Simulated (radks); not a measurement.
Pd3+, 43 electrons, occupied as [Kr] 4d7. Method: Dirac Kohn-Sham, HCTH/407, spin-unpolarised, spherical densities, finite nucleus; open shells fill j = l - 1/2 first; Fermi nuclear charge, rms radius 4.5318 fm; computed with a radial shooting solver on a logarithmic mesh with Libxc functionals.

X-ray form factor f0, the Fourier transform of the density (f0(0) = 43):

sin(theta)/lambda (1/angstrom)  f0 (electrons)
0.05                                    42.529
0.1                                     41.191
0.15                                    39.185
0.2                                     36.770
0.25                                    34.199
0.3                                     31.671
0.4                                     27.213
0.5                                     23.786
0.6                                     21.251
0.8                                     17.700
1                                       14.890
1.25                                    11.784
1.5                                      9.307
2                                        6.467
